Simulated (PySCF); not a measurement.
Ga(H)2(SeH) (GaH₃Se), SMILES [GaH2][SeH]. Atoms are numbered in the order given.

```xyz
5

Ga     0.0022    -1.1760     0.0000
H     -1.3971    -1.8657     0.0000
H      1.3898    -1.8888     0.0000
Se    -0.0436     1.1454     0.0000
H      1.4197     1.2659     0.0000
```
Charge 0, spin multiplicity 1.

Geometry: PBE0-D3(BJ)/def2-TZVP.

Method: PySCF with IEF-PCM-M06-2X/def2-SVP.

The values are the electrostatic part of the solvation free energy, E(continuum) − E(gas) at the gas-phase geometry, in a cavity of scaled van der Waals radii (PySCF's table); cavitation and dispersion terms are not included. A continuum can't describe solvent molecules that bind to the metal. In vacuum the orbital gap is 7.41 eV. The dipole moment in vacuum is 1.13 D.

Computed values in water (ε = 78.36), chloroform (ε = 4.71), acetonitrile (ε = 35.69):
```
solvent           ε  ΔG(elec) (kcal/mol)  dipole (D)  gap (eV)
------------  -----  -------------------  ----------  --------
water         78.36                 -3.4        1.69      7.74
chloroform     4.71                 -2.4        1.51      7.64
acetonitrile  35.69                 -3.3        1.68      7.73
```
